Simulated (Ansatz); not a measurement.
System: PbI, net charge 0, doublet state. 
Structure (B3LYP-D3(BJ)/def2-TZVP (Ansatz, a quantum-chemistry and plane-wave program) minimum search):
```xyz
2

Pb     0.0000     0.0000    -1.1115
I      0.0000     0.0000     1.7197
```
Charge 0, spin multiplicity 2.

Quantity: vertical ionisation energy (to the singlet state of charge +1; each state is the SCF solution reached for its spin; for the singlet T1 is 0.025), in eV. Cores are frozen in the correlated levels unless marked. UHF or UKS for open shells. No spin-orbit coupling. Frozen are the shells of the preceding noble gas and the d and f shells that filled before the atom's block. Past Kr the def2 sets carry scalar-relativistic core potentials. CBS marks a two-point X^-3 extrapolation of the correlation energy; Hartree-Fock from the larger set.

```csv
level,program,vertical ionisation energy (eV)
PBE/def2-TZVPD,Ansatz,6.62
B3LYP/def2-TZVPD,Ansatz,6.78
PBE0/def2-TZVPD,Ansatz,6.80
BHLYP/def2-TZVPD,Ansatz,6.83
CAM-B3LYP/def2-TZVPD,Ansatz,(withheld)
CCSD/def2-SVPD,Ansatz,(withheld)
CCSD/def2-QZVPPD,Ansatz,(withheld)
"CCSD(T)/CBS(def2-TZVPPD,def2-QZVPPD)",Ansatz,6.75
```

Q: What belongs in the gaps?

A: 
- CAM-B3LYP/def2-TZVPD, vertical ionisation energy (eV): 6.93
- CCSD/def2-SVPD, vertical ionisation energy (eV): 6.61
- CCSD/def2-QZVPPD, vertical ionisation energy (eV): 6.74
